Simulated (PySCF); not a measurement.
## Ionisation energy of Kr⁺ by level of theory

Kr⁺ [Ar] 3d10 4s2 4p5 [4p1/2^2 4p3/2^3, M_J = 3/2] → Kr²⁺ [Ar] 3d10 4s2 4p4 [4p1/2^2 4p3/2^2, M_J = 2], as a difference of total energies. All numbers are calculated (PySCF 2.14, the two-component X2C-1e Hamiltonian, in x2c-QZVPPall-2c (11s10p5d4f1g, 103 functions)). Correlated levels: [Ne] frozen; the 8 highest virtual spinors dropped. "Screened" scales the spin-orbit matrix elements by Boettger's factors to mimic the two-electron term; Breit and QED terms are absent.

**Question.** Order these methods by the ionisation energy they give, lowest first.
A. GHF (screened spin-orbit)
B. GHF (spin-free)
C. GMP2 (spin-free)
D. GMP2 (screened spin-orbit)

**Answer.** A (23.144 eV), B (23.232 eV), D (24.211 eV), C (24.297 eV).

The spin-free rows relax to the high-spin LS determinant and lack the spin-orbit shift.

Errors of the correlated levels include the incompleteness of this basis and the frozen core.

The labels give the starting determinants; with spin-orbit coupling the two ends relaxed to ⟨J²⟩ = 3.76, ⟨L²⟩ = 2.01, ⟨S²⟩ = 0.76 and ⟨J²⟩ = 6.02, ⟨L²⟩ = 2.16, ⟨S²⟩ = 1.93.

For comparison: 24.360 eV (measured; NIST Atomic Spectra Database, ionization energies).
